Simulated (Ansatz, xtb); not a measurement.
Diatomic C₂-, multiplicity 2 (the spin of the measured ground state).

Constants: fifth-degree fit in 1/R to seven points, most abundant isotopes. In def2 and cc sets the state is the lowest found near the PBE0 minimum, followed along R.

Programs: Ansatz (an electronic-structure program); xtb for the GFN methods. Each number belongs to the level named beside it. The GFN methods have no spin term and hold the electronic entropy of 300 K.

```tsv
level	r_e (Å)	ω_e (cm⁻¹)	α_e (cm⁻¹)	ω_e x_e (cm⁻¹)
GFN1-xTB	1.209	2202	0.016	12
GFN2-xTB	1.234	1990	0.018	14
SVWN5/def2-TZVPP	1.258	1855	0.016	11
PBE/def2-TZVPP	1.267	1811	0.016	11
r2SCAN/def2-TZVPP	1.260	1851	0.016	11
B97M-V/def2-TZVPP	1.257	1863	0.016	11
B3LYP/def2-TZVPP	1.257	1857	0.016	11
PBE0/def2-TZVPP	1.257	1871	0.015	11
BHLYP/def2-TZVPP	1.265	1630	0.012	0.026
wB97M-V/def2-TZVPP	1.261	1640	0.046	44
B2PLYP/def2-TZVPP	1.234	1442	0.017	-33
CCSD/aug-cc-pVTZ	1.269	1812	0.016	11
CCSD/def2-TZVPP	1.266	1829	0.016	11
CCSD/aug-cc-pVQZ	1.264	1824	0.016	11
CCSD/def2-QZVPP	1.264	1826	0.016	11
CCSD(T)/aug-cc-pVTZ	1.277	1762	0.016	12
CCSD(T)/def2-TZVPP	1.274	1781	0.016	12
CCSD(T)/aug-cc-pVQZ	1.272	1775	0.016	11
CCSD(T)/def2-QZVPP	1.272	1778	0.016	11
CCSD(T)/CBS(aug-cc-pVTZ, aug-cc-pVQZ)	1.270	1782	0.016	11
CCSD(T)/CBS(def2-TZVPP, def2-QZVPP)	1.270	1786	0.016	11
```

Cores are frozen in the correlated methods. CBS(a, b) extrapolates the correlation energy as X⁻³ and adds the Hartree–Fock energy of set b.

Measured for the ground state: r_e 1.2682 Å [Huber and Herzberg (1979), NIST Chemistry WebBook]. ω_e 1781.2 cm-1, ω_e x_e 11.672 cm-1, B_e 1.7467 cm-1, α_e 0.01651 cm-1 [Irikura, J. Phys. Chem. Ref. Data 36, 389 (2007)].
